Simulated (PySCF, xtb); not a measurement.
C₃H₇NSi, SMILES [SiH2]1CN=C1C.

GFN2-xTB (xtb 6.7.1) at its own geometry gives an orbital gap of 2.84 eV and a dipole moment of 2.85 D.

Geometry: B3LYP-D3(BJ)/def2-SVP. This is a generated structure with no PubChem entry under its InChIKey; it may be hypothetical.

**Question.** What does HF/def2-TZVP (PySCF) give? (An estimate is asked for; the answer gives what the named calculation found.)

**Answer.** gap 12.67 eV (levels -10.00 and 2.67 eV), dipole 1.98 D.
